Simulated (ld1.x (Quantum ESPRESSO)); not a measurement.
**N: variants of one RRKJ potential**

Base potential:

```json
{"Element": "nitrogen (N)", "Generator": "ld1.x (Quantum ESPRESSO) 7.5", "Type": "norm-conserving RRKJ (Kleinman–Bylander form)", "Functional": "LDA (PZ)", "Relativity": "non-relativistic", "Frozen core": "[He]", "Valence charge": "5", "Reference configuration": "2s2 2p2 (charge +1)", "Partial waves": "2p (bound): rc 2.10 bohr; 2s (bound): rc 0.65 bohr", "Local potential": "the s channel", "Core correction": "a·sin(br)/r model core, default radius (core density twice the valence density)"}
```

Cutoffs, loose and tight: the cutoffs (Ry, on a coarse ladder) from which the occupation-weighted sum of valence levels, in a spherical-Bessel basis at the reference potential, stays within 10 and 1 mRy of its value at 400 Ry. They do not see the model core or the augmentation charge, which bear on the density cutoff. Test errors are all-electron minus pseudo excitation energies from the reference, over the configurations 2s2 2p3; 2s2 2p1; 2s2 2p0; 2s1 2p3; 2s1 2p0; 2s0 2p5; 2s2 2p2.5 (two spin-polarised tests are not counted in the largest error). A dash means not determined; rows that change the core or the reference have their own tests.

Cutoffs are not given where the Bessel-basis levels miss the radial ones by over 6 mRy, ghosts where they miss by over 20 mRy; a channel whose overlap is not positive is not tested.

```csv
change,outcome,"cutoff, loose","cutoff, tight",bound ghosts,largest test error (meV)
base,generated,180 Ry,over 300 Ry,none,+3135
"all radii but the core radius scaled by about 0.73 (s 0.48, p 1.54 bohr)",generated,–,–,not determined,+1285
"all radii but the core radius scaled by about 0.92 (s 0.60, p 1.92 bohr)",generated,230 Ry,over 300 Ry,none,+2225
"all radii but the core radius scaled by about 0.97 (s 0.62, p 2.04 bohr)",generated,200 Ry,over 300 Ry,none,+2643
"all radii but the core radius scaled by about 1.04 (s 0.68, p 2.18 bohr)",generated,160 Ry,over 300 Ry,none,+3410
"all radii but the core radius scaled by about 1.11 (s 0.72, p 2.34 bohr)",generated,120 Ry,260 Ry,none,+4362
"all radii but the core radius scaled by about 1.17 (s 0.76, p 2.46 bohr)",generated,90 Ry,160 Ry,none,+5105
"all radii but the core radius scaled by about 1.23 (s 0.80, p 2.58 bohr)",generated,55 Ry,140 Ry,none,+5940
"all radii but the core radius scaled by about 1.33 (s 0.86, p 2.80 bohr)",generated,55 Ry,140 Ry,none,+7366
"all radii but the core radius scaled by about 1.39 (s 0.90, p 2.92 bohr)",generated,55 Ry,140 Ry,none,+8434
```

Q: What comes out with this change to the base: all radii but the core radius scaled by about 0.83 (s 0.54, p 1.74 bohr)?

A: outcome: generated; cutoff, loose: over 300 Ry; cutoff, tight: over 300 Ry; bound ghosts: none; largest test error (meV): +1599.

Reading the sweep of the scale of all radii but the core radius (base = 1) (base included, trends over the rows without a ghost): The loose cutoff falls from 230 Ry at 0.92 to 55 Ry at 1.39. A larger radius leaves more room for a smooth pseudo-wave, so fewer plane waves are needed; a smaller one forces it to follow the all-electron wave where it bends sharply. The median size of the test errors (rows with all tests solved) rises from 139.9 meV at 0.83 to 907.3 meV at 1.39. More of the atom is replaced by a form fitted at one configuration, so other configurations suffer as the radius grows.
